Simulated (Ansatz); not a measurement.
Input file:

```yaml
crystal:
  periodic: [false, false, false]
  atoms:
    - { symbol: C, position_ang: [-0.641626, 0.677275, 1.874521] }
    - { symbol: O, position_ang: [0.218294, 0.224056, 0.843654] }
    - { symbol: Ge, position_ang: [-0.433753, -0.195299, -0.78557] }
    - { symbol: F, position_ang: [-1.379742, -1.691456, -0.607318] }
    - { symbol: Al, position_ang: [1.697477, -0.684721, -1.99131] }
    - { symbol: H, position_ang: [-1.377623, 1.438159, 1.518231] }
    - { symbol: H, position_ang: [-0.024868, 1.147062, 2.669211] }
    - { symbol: H, position_ang: [-1.214352, -0.160807, 2.333076] }
    - { symbol: H, position_ang: [-1.518753, 0.876033, -1.144869] }
    - { symbol: H, position_ang: [2.1335, 0.181466, -3.2662] }
    - { symbol: H, position_ang: [2.606645, -1.868869, -1.422826] }
basis:
  gaussian: { orbitals: def2-SVP }
hamiltonian:
  xc: pbe
  dispersion: d4
neb:
  order_check: false
  images: 7
  f_tol: 0.5
  max_iterations: 60
  final_atoms:
    - { symbol: C, position_ang: [-0.66769106, 0.53856848, 1.55083033] }
    - { symbol: O, position_ang: [-0.676531, 0.83271409, 0.1412847] }
    - { symbol: Ge, position_ang: [-1.47664111, -0.62454275, -1.17264628] }
    - { symbol: F, position_ang: [0.21955118, -1.71945301, -0.4860232] }
    - { symbol: Al, position_ang: [0.94265009, -0.64086406, -1.82521708] }
    - { symbol: H, position_ang: [-0.25484317, 1.40657394, 2.10272917] }
    - { symbol: H, position_ang: [-0.07133746, -0.37135566, 1.76381843] }
    - { symbol: H, position_ang: [-1.71624952, 0.36861295, 1.8587902] }
    - { symbol: H, position_ang: [0.28665465, 0.92813057, -0.19917039] }
    - { symbol: H, position_ang: [1.95683655, -1.41861471, -2.78691797] }
    - { symbol: H, position_ang: [1.52279984, 0.64312917, -0.92687789] }
  initial_path:
    images:
      - { positions_ang: [[-0.641626, 0.677275, 1.874521], [0.218294, 0.224056, 0.843654], [-0.433753, -0.195299, -0.78557], [-1.379742, -1.691456, -0.607318], [1.697477, -0.684721, -1.99131], [-1.377623, 1.438159, 1.518231], [-0.024868, 1.147062, 2.669211], [-1.214352, -0.160807, 2.333076], [-1.518753, 0.876033, -1.144869], [2.1335, 0.181466, -3.2662], [2.606645, -1.868869, -1.422826]] }
      - { positions_ang: [[-0.68892084, 0.67744795, 1.83825945], [0.21965788, 0.24727223, 0.87137703], [-0.42993114, -0.22135978, -0.74778911], [-1.32837819, -1.71674053, -0.54954889], [1.64941287, -0.68773668, -2.02666025], [-1.39203461, 1.46943135, 1.44297373], [-0.14226926, 1.13601672, 2.67627021], [-1.29148453, -0.15069806, 2.22803687], [-1.14449804, 0.86207389, -0.90498765], [1.99964978, 0.15987912, -3.3200591], [2.61399509, -1.83268721, -1.4872723]] }
      - { positions_ang: [[-0.73621568, 0.67762091, 1.8019979], [0.22102176, 0.27048845, 0.89910007], [-0.42610928, -0.24742056, -0.71000821], [-1.27701438, -1.74202506, -0.49177977], [1.60134873, -0.69075236, -2.06201049], [-1.40644623, 1.50070371, 1.36771646], [-0.25967053, 1.12497144, 2.68332942], [-1.36861705, -0.14058912, 2.12299773], [-0.77024308, 0.84811478, -0.6651063], [1.86579955, 0.13829223, -3.3739182], [2.62134519, -1.79650542, -1.55171859]] }
      - { positions_ang: [[-0.78351052, 0.67779386, 1.76573635], [0.22238564, 0.29370468, 0.9268231], [-0.42228743, -0.27348133, -0.67222732], [-1.22565057, -1.76730959, -0.43401066], [1.5532846, -0.69376803, -2.09736074], [-1.42085784, 1.53197606, 1.29245919], [-0.37707179, 1.11392616, 2.69038863], [-1.44574958, -0.13048018, 2.0179586], [-0.39598812, 0.83415568, -0.42522495], [1.73194933, 0.11670535, -3.42777731], [2.62869528, -1.76032364, -1.61616489]] }
      - { positions_ang: [[-0.83080536, 0.67796681, 1.72947479], [0.22374952, 0.3169209, 0.95454613], [-0.41846557, -0.29954211, -0.63444643], [-1.17428676, -1.79259412, -0.37624155], [1.50522046, -0.69678371, -2.13271099], [-1.43526946, 1.56324841, 1.21720192], [-0.49447305, 1.10288088, 2.69744785], [-1.52288211, -0.12037125, 1.91291946], [-0.02173315, 0.82019657, -0.1853436], [1.59809911, 0.09511846, -3.48163641], [2.63604538, -1.72414185, -1.68061119]] }
      - { positions_ang: [[-0.79002679, 0.64311723, 1.68481368], [-0.00132061, 0.4458692, 0.75123077], [-0.68300945, -0.38079227, -0.76899639], [-0.82582728, -1.77430884, -0.40368696], [1.36457787, -0.6828038, -2.05583751], [-1.14016288, 1.5240798, 1.43858373], [-0.38868915, 0.73432175, 2.46404049], [-1.57122396, 0.0018748, 1.89938715], [0.0553638, 0.84718007, -0.1888003], [1.68778347, -0.28331483, -3.3079568], [2.35773399, -1.13232409, -1.49217786]] }
      - { positions_ang: [[-0.74924821, 0.60826765, 1.64015256], [-0.22639074, 0.57481749, 0.54791542], [-0.94755334, -0.46204243, -0.90354635], [-0.47736779, -1.75602357, -0.43113237], [1.22393527, -0.66882389, -1.97896404], [-0.84505631, 1.48491118, 1.65996555], [-0.28290526, 0.36576261, 2.23063314], [-1.61956581, 0.12412085, 1.88585483], [0.13246075, 0.87416357, -0.192257], [1.77746783, -0.66174812, -3.13427719], [2.07942261, -0.54050634, -1.30374454]] }
      - { positions_ang: [[-0.70846963, 0.57341807, 1.59549144], [-0.45146087, 0.70376579, 0.34460006], [-1.21209723, -0.54329259, -1.03809632], [-0.1289083, -1.73773829, -0.45857779], [1.08329268, -0.65484398, -1.90209056], [-0.54994974, 1.44574256, 1.88134736], [-0.17712136, -0.00279653, 1.99722578], [-1.66790767, 0.2463669, 1.87232251], [0.2095577, 0.90114707, -0.19571369], [1.86715219, -1.04018141, -2.96059758], [1.80111123, 0.05131142, -1.11531122]] }
      - { positions_ang: [[-0.66769106, 0.53856848, 1.55083033], [-0.676531, 0.83271409, 0.1412847], [-1.47664111, -0.62454275, -1.17264628], [0.21955118, -1.71945301, -0.4860232], [0.94265009, -0.64086406, -1.82521708], [-0.25484317, 1.40657394, 2.10272917], [-0.07133746, -0.37135566, 1.76381843], [-1.71624952, 0.36861295, 1.8587902], [0.28665465, 0.92813057, -0.19917039], [1.95683655, -1.41861471, -2.78691797], [1.52279984, 0.64312917, -0.92687789]] }
```

Launched with:

```bash
$ ansatz run input.yaml --threads 2 --pin off --max-ram 3072MiB --backend cpu --events-out ev --progress --plain --runs-dir out
```

Hardware: 2 threads of Arm Neoverse V2, with other jobs on the host.

Task: Roughly how long does this run take, and how much memory?

Result: 4.3 min, with a peak of 0.17 GiB, for 14 band iterations.
